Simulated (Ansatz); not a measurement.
Species: BHSCl, charge 0, doublet. BHSCl (SMILES S[B]Cl, doublet).
B3LYP-D3(BJ)/def2-TZVP minimum from Ansatz (a program for electronic structure):
```
B
Cl 1 1.7297
S 1 1.7719 2 124.92
H 3 1.3449 1 96.77 2 180.00
```
Charge 0, spin multiplicity 2.

Quantity: atomisation energy (electronic, to ground-state atoms), in kcal/mol. Open shells are spin-unrestricted; no spin-orbit coupling. CBS(X,Y): correlation extrapolated as X^-3, Hartree-Fock from the larger set. A bracket is a step between two methods taken in the basis named. The functionals are non-relativistic, so their misses hold any scalar relativity. Double hybrids freeze cores in their MP2 part. 'core' is core correlation in cc-pwCVTZ (1s frozen past Ne), 'X2C' scalar relativity in cc-pVTZ-DK, both at CCSD(T). For partners of very few electrons the exact lower level stands in for a higher one.

CCSD(T)/CBS(cc-pV(T+d)Z,cc-pV(Q+d)Z) + [CCSDT(Q) - CCSD(T)]/cc-pV(D+d)Z + core + X2C (Ansatz) gives 280.8 kcal/mol.

### Question
How far off this value is PBE/def2-TZVPD (Ansatz), in which direction, and which of these levels come nearer: r2SCAN/def2-TZVPD, B3LYP/def2-TZVPD, PBE0/def2-TZVPD, wB97M-V/def2-TZVPD, B2PLYP/def2-TZVPD, CCSD(T)/CBS(cc-pV(T+d)Z,cc-pV(Q+d)Z) + core + X2C?

### Answer
PBE gives 293.1 kcal/mol, 12.3 kcal/mol above it. Differences of the others: r2SCAN/def2-TZVPD (Ansatz) 10.9; B3LYP/def2-TZVPD (Ansatz) -3.9; PBE0/def2-TZVPD (Ansatz) 5.9; wB97M-V/def2-TZVPD (Ansatz) 2.2; B2PLYP/def2-TZVPD (Ansatz) -4.1; CCSD(T)/CBS(cc-pV(T+d)Z,cc-pV(Q+d)Z) + core + X2C (Ansatz) -0.5 kcal/mol. Nearer than PBE: r2SCAN/def2-TZVPD, B3LYP/def2-TZVPD, PBE0/def2-TZVPD, wB97M-V/def2-TZVPD, B2PLYP/def2-TZVPD, CCSD(T)/CBS(cc-pV(T+d)Z,cc-pV(Q+d)Z) + core + X2C.
